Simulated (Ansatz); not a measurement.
This geometry of C3H10FNSi (16 atoms, charge 0, multiplicity 1) is a first-order saddle point.

These are results of RKS PBE/def2-SVP in Ansatz, not measurements.

```xyz
16
Properties=species:S:1:pos:R:3
C 0.243 -1.258 -0.958
C 0.755 -0.128 -0.048
C 1.246 1.083 -0.861
Si -0.490 0.365 1.310
N -2.023 -0.388 1.044
F -0.563 2.021 1.315
H -0.610 -0.920 -1.585
H -0.101 -2.142 -0.384
H 1.038 -1.594 -1.658
H 1.624 -0.526 0.527
H 0.425 1.528 -1.462
H 2.048 0.784 -1.569
H 1.645 1.890 -0.214
H -0.065 -0.002 2.702
H -2.743 -0.344 1.769
H -2.450 -0.391 0.114
```

Question: Which two structures does it join? (They come from a converged band through this point; their orientation in space is the band's.)

Answer: No bond is made or broken. The dihedral C1–C2–Si4–N5 goes from -65 to 50°.

First end point:

```xyz
16
Properties=species:S:1:pos:R:3
C 0.557 -1.461 -0.776
C 0.801 -0.138 -0.031
C 0.830 1.073 -0.982
Si -0.445 0.112 1.369
N -2.044 0.270 0.729
F 0.060 1.451 2.203
H -0.441 -1.469 -1.262
H 0.597 -2.336 -0.094
H 1.319 -1.622 -1.569
H 1.790 -0.194 0.480
H -0.130 1.184 -1.532
H 1.625 0.960 -1.750
H 1.020 2.020 -0.437
H -0.476 -1.009 2.365
H -2.851 0.196 1.353
H -2.235 0.939 -0.021
```

Last end point:

```xyz
16
Properties=species:S:1:pos:R:3
C 0.132 -1.098 -1.141
C 0.663 -0.129 -0.070
C 1.503 1.004 -0.685
Si -0.728 0.578 0.998
N -1.741 -0.686 1.603
F -1.538 1.661 0.040
H -0.565 -0.588 -1.839
H -0.402 -1.963 -0.695
H 0.963 -1.511 -1.753
H 1.306 -0.705 0.636
H 0.889 1.632 -1.364
H 2.352 0.600 -1.277
H 1.928 1.675 0.090
H -0.242 1.362 2.181
H -2.398 -0.483 2.361
H -2.144 -1.371 0.959
```

Question: How far does it lie above each of them?

Answer: 1.6 kcal/mol above the first and 1.5 kcal/mol above the second. This is the barrier of this one path; another mechanism may lie lower.

Run time: 3.2 min on 2 threads of Arm Neoverse V2, with other jobs on the host, peak memory 0.19 GiB.
